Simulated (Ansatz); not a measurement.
WO2⁻. Charge -1, multiplicity 2. Geometry relaxed at PBE0-D4/def2-TZVPD.

```
atom   x (Å)   y (Å)   z (Å)
  W1   0.284   0.525  -0.065
  O2  -0.588   0.145   1.379
  O3   0.304  -0.670  -1.314
```

In the def2 sets W takes a core potential; there is no spin–orbit coupling. The charge -1 doublet is spin-contaminated (final ⟨S²⟩ up to 1.08, 0.75 for a pure state). The structure comes from a short search, and lower isomers may exist.

**Question.** Estimate the harmonic wavenumbers at UKS PBE0-D4/def2-TZVPD (Ansatz, unscaled). Is this a minimum?

**Answer.** 259, 914, 985 cm⁻¹. Yes, no mode is imaginary beyond noise. Zero-point energy 12.9 kJ/mol. Hardware: 4 threads of Arm Neoverse V1 on a shared host. Wall time 14 s.
